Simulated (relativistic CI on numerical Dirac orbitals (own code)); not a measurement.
# Sc2+ in a cubic cluster: 3s photoemission with charge transfer

Computed with a charge-transfer multiplet model of a cubic metal-ligand cluster with up to 2 ligand holes, Slater and spin-orbit integrals from Dirac-Coulomb-Breit ions, Slater integrals scaled by 0.8. The ground state mixes d1 with configurations of k ligand holes L, whose averages lie at kΔ + k(k − 1)U_dd/2; a core hole lowers each added d electron by U_cd. 300 K, Lorentzian 1.4 eV and Gaussian 0.8 eV FWHM.

Atomic integrals in eV (Slater integrals scaled, ζ unscaled), ground: F2dd 4.710, F4dd 2.885, zeta_d 0.008; with the core hole: F2dd 4.710, F4dd 2.885, zeta_d 0.013, G2cd 7.380. Where a configuration has fewer than two d electrons, the dd integrals are those of d2.

Cluster parameters (eV): Δ = 8.4, U_dd = 3.6, 10Dq = 0.75, 10Dq(ligand) = 1.1, V(eg) = 1.65, V(t2g) = -0.88, final-state hopping factor = 0.9.

```
         Case   n_d    d1   d2L  d3L2     S
U_cd = 2.6 eV  1.18  0.83  0.16  0.01  0.50
U_cd = 4.4 eV  1.18  0.83  0.16  0.01  0.50
  U_cd = 5 eV  1.18  0.83  0.16  0.01  0.50
U_cd = 5.6 eV  1.18  0.83  0.16  0.01  0.50
U_cd = 6.2 eV  1.18  0.83  0.16  0.01  0.50
```

Weights, n_d and S are thermal averages at 300 K. Binding energies count from the first peak over 30 % of the highest in each spectrum, which can be another peak from case to case. The parameters are a model scan and need not match a compound or its usual spin state. Peaks in eV (height, largest 100):
- U_cd = 2.6 eV: 0.0 (100), 2.9 (39)
- U_cd = 4.4 eV: 0.0 (100), 2.8 (40)
- U_cd = 5 eV: 0.0 (100), 2.9 (40)
- U_cd = 5.6 eV: 0.0 (100), 2.9 (41), 6.1 (15), 9.1 (5)
- U_cd = 6.2 eV: 0.0 (100), 2.9 (43), 6.0 (21), 9.1 (7)

Curve for U_cd = 5.6 eV (points under 2 left out, the grid thinned):

(E (eV), Intensity): (-3.8, 4.5), (-3.5, 5.2), (-3.1, 6.6), (-2.8, 8.0), (-2.5, 9.8), (-2.1, 13.6), (-1.8, 18.0), (-1.5, 24.9), (-1.1, 40.3), (-0.8, 58.5), (-0.5, 80.3), (-0.2, 97.0), (0.2, 95.1), (0.5, 77.3), (0.8, 57.1), (1.2, 38.3), (1.5, 31.4), (1.8, 29.5), (2.2, 33.1), (2.5, 38.1), (2.8, 41.2), (3.2, 37.9), (3.5, 31.8), (3.8, 26.1), (4.2, 21.7), (4.5, 20.2), (4.8, 19.0), (5.2, 16.9), (5.5, 15.4), (5.8, 14.9), (6.2, 14.8), (6.5, 14.0), (6.8, 12.2), (7.2, 9.2), (7.5, 7.4), (7.8, 6.3), (8.1, 5.6), (8.5, 5.2), (8.8, 5.2), (9.1, 5.3), (9.5, 4.9), (9.8, 4.2), (10.1, 3.4), (10.5, 2.5), (10.8, 2.1)

For the case U_cd = 4.4 eV, Δ = 8.4 eV is larger than U_dd = 3.6 eV, the Mott-Hubbard side of the Zaanen-Sawatzky-Allen scheme. With the core hole the configuration with one ligand hole lies at Δ − U_cd = 5.8, 4.0, 3.4, 2.8, 2.2 eV from the one without, in the order of the table; where this is negative the screened configuration lies lower, though the effective hopping of about 3.4 eV (from the holes of the mixed ground state) mixes the two strongly wherever it is as large as the gap.

Without intra-shell correlation the exchange splitting of the 3s hole comes out too large.
